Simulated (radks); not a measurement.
Results of a calculation; reference values are marked as such.
Question: These are the eigenvalues of the occupied orbitals of an atom or ion with whole-number occupations (eV). Level of theory: Dirac Kohn-Sham, PBE, spin-unpolarised, spherical densities, point nucleus (a radial shooting solver on a logarithmic mesh with Libxc functionals).

| orbital | eigenvalue |
|---|---|
| 1s1/2 | -19861.87 |
| 2s1/2 | -2846.896 |
| 2p1/2 | -2622.819 |
| 2p3/2 | -2516.265 |
| 3s1/2 | -524.9617 |
| 3p1/2 | -439.7264 |
| 3p3/2 | -422.1662 |
| 3d3/2 | -271.5937 |
| 3d5/2 | -268.2663 |
| 4s1/2 | -111.1954 |
| 4p1/2 | -86.4022 |
| 4p3/2 | -83.7345 |
| 4d3/2 | -46.4452 |

Which element is it, and in what charge state? The configuration may be excited. Open shells, if any, fill j = l - 1/2 first.

Answer: Z = 42, molybdenum, charge +4: Mo4+ in [Kr] 4d2. The list shows which subshells hold electrons but not how many an open one holds; the 1s level, -729.91 hartree, gives Z - s = 38.2 by -(Z - s)^2/2, which with screening and relativity narrows Z to a few neighbours, and the depths of the outer levels then fix element, charge and occupations together.
